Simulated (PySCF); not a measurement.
A calculated (BP86, PySCF 2.14, def2-SVP, no relativity, point nucleus) atom or ion has these occupied shells.

| shell | electrons | orbital energy (eV) | rms radius, mean of both spins (bohr) |
| --- | --- | --- | --- |
| 1s α | 1 | -3122.2 | 0.0999 |
| 1s β | 1 | -3122.0 | 0.0999 |
| 2s α | 1 | -309.30 | 0.453 |
| 2s β | 1 | -309.12 | 0.453 |
| 2p α | 3 | -244.62 | 0.420 |
| 2p β | 3 | -244.36 | 0.420 |
| 3s α | 1 | -37.240 | 1.48 |
| 3s β | 1 | -35.959 | 1.48 |
| 3p α | 3 | -22.841 | 1.70 |
| 3p β | 2 | -21.770 | 1.70 |

Name the element and its charge.

Ar⁺ (argon, charge +1), in [Ne] 3s2 3p5, 2P determinant.
